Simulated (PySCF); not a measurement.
Compound: C₄H₁₃GeNSi.
Geometry (PBE0-D3(BJ)/def2-SVP, Å), atoms numbered from 1 in this order:
```
atom  x, y, z in Å
Si1    3.7708   -0.3155   -0.3472
N2     2.1246   -0.1324    0.1599
Ge3    0.6478    0.2798   -0.8636
C4    -0.5528   -1.2361   -1.2466
C5    -1.7005   -1.0354   -0.2495
C6    -2.0045    0.4618   -0.1000
C7    -0.7116    1.2317    0.1950
H8     3.9386    0.4406   -1.6248
H9     4.7075    0.2298    0.6866
H10    4.1904   -1.7349   -0.5994
H11    1.9048   -0.4263    1.1076
H12    1.1935    1.0018   -2.1091
H13   -0.0560   -2.2117   -1.1457
H14   -0.9141   -1.1574   -2.2858
H15   -2.6061   -1.5888   -0.5479
H16   -1.4058   -1.4381    0.7368
H17   -2.4438    0.8300   -1.0443
H18   -2.7662    0.6303    0.6791
H19   -0.7839    2.3041   -0.0358
H20   -0.4338    1.1500    1.2598
```

Method: TDDFT B3LYP/def2-SVPD, vertical, gas phase, core orbitals frozen in the response in PySCF. Relativistic effects, spin–orbit coupling among them, are left out although an element past zinc is present.

Ground-to-excited transition dipoles (e·a0, same axes as the geometry; the sign carries no meaning), for the states with f of 0.002 or more among the lowest 8:

| state | E (eV) | μx | μy | μz |
| --- | --- | --- | --- | --- |
| S1 | 5.618 | 0.025 | 0.243 | 0.077 |
| S2 | 6.138 | -0.013 | -0.068 | -0.116 |
| S3 | 6.473 | 0.349 | -0.165 | -0.107 |
| S4 | 6.657 | -0.224 | -0.202 | -0.137 |
| S5 | 6.720 | 0.029 | 0.336 | 0.008 |
| S6 | 6.972 | -0.239 | -0.089 | -0.019 |
| S8 | 7.169 | -0.280 | 0.000 | 0.025 |

(1) Work out the oscillator strengths.

(2) What angle do the transition dipoles of S3 and S5 make?

Results:

(1) f = (2/3) ΔE |μ|² with ΔE in hartree (27.2114 eV).

```json
{"state": "S1", "|μ|² (au)": "0.066", "|μ| (D)": "0.65", "f": "0.009"}
{"state": "S2", "|μ|² (au)": "0.018", "|μ| (D)": "0.34", "f": "0.003"}
{"state": "S3", "|μ|² (au)": "0.160", "|μ| (D)": "1.02", "f": "0.025"}
{"state": "S4", "|μ|² (au)": "0.110", "|μ| (D)": "0.84", "f": "0.018"}
{"state": "S5", "|μ|² (au)": "0.113", "|μ| (D)": "0.86", "f": "0.019"}
{"state": "S6", "|μ|² (au)": "0.065", "|μ| (D)": "0.65", "f": "0.011"}
{"state": "S8", "|μ|² (au)": "0.079", "|μ| (D)": "0.71", "f": "0.014"}
```

(2) |cos θ| = |μa·μb| / (|μa| |μb|) = 0.34, so θ ≈ 70° (taken between 0 and 90°, since the signs are arbitrary).

The vertical ionisation energy (ΔSCF) is 8.46 eV, 1.29 eV above S8.

One conformer stands for the species.

Without π bonds the low states may be Rydberg-like; a valence basis with one diffuse set may place them up to an eV too high.
